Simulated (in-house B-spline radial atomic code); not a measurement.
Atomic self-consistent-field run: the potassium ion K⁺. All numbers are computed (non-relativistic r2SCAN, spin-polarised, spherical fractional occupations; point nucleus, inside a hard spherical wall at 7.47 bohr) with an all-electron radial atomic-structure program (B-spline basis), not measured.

Command:
```bash
python run_scf.py task.json out
```
Settings:
```
Z                19
configuration    [Ne] 3s2 3p5 3d1
hamiltonian      nr
method           r2scan
spin_polarised   True
wall_radius      7.47
```

Output (hartree, bohr):
```
 radial grid: 42 intervals, B-splines of order 8, outer radius 7.47 bohr

 iter        energy (Eh)    residual
    1        -598.923107    3.59e-02
    2        -598.925864    1.21e-03
    3        -598.925879    6.69e-04
    4        -598.925880    3.74e-04
    5        -598.925881    3.51e-05
    6        -598.925881    7.10e-06
    7        -598.925881    2.73e-06
    8        -598.925881    9.49e-07
    9        -598.925881    2.57e-08

 total energy                      -598.92588
 kinetic                             598.3278
 electron-nucleus                  -1415.0025
 Hartree                             250.8332
 exchange-correlation                -33.0843

 orbital      occ     eigenvalue          <r>       <r^2>       <1/r>     <1/r^3>       r_max
 1s up      1.000      -129.8524    0.0815594   0.0089371     18.5377           -     0.05353
 1s down    1.000      -129.8400    0.0815523  0.00893543     18.5389           -     0.05353
 2s up      1.000       -13.4978     0.388445    0.178812     3.78472           -      0.3196
 2s down    1.000       -13.4868     0.388322    0.178618     3.78433           -      0.3197
 2p up      3.000       -10.8290     0.350538    0.152244     3.69483      152.63      0.2633
 2p down    3.000       -10.8117     0.350454     0.15208     3.69444      152.55      0.2635
 3s up      1.000        -1.7077       1.2592     1.82862     1.10004           -       1.077
 3s down    1.000        -1.6202      1.26488     1.84799     1.09601           -       1.078
 3p up      3.000        -1.0730      1.39353     2.28677     0.97503     14.6706       1.145
 3p down    2.000        -0.9872      1.40114     2.31581    0.971015     14.5724       1.148
 3d up      1.000        -0.2073      2.26056     6.49238    0.597083     0.65604       1.471
```

Cost of the run: 0.11 s on 1 thread of Arm Neoverse V1, with other jobs on the host.
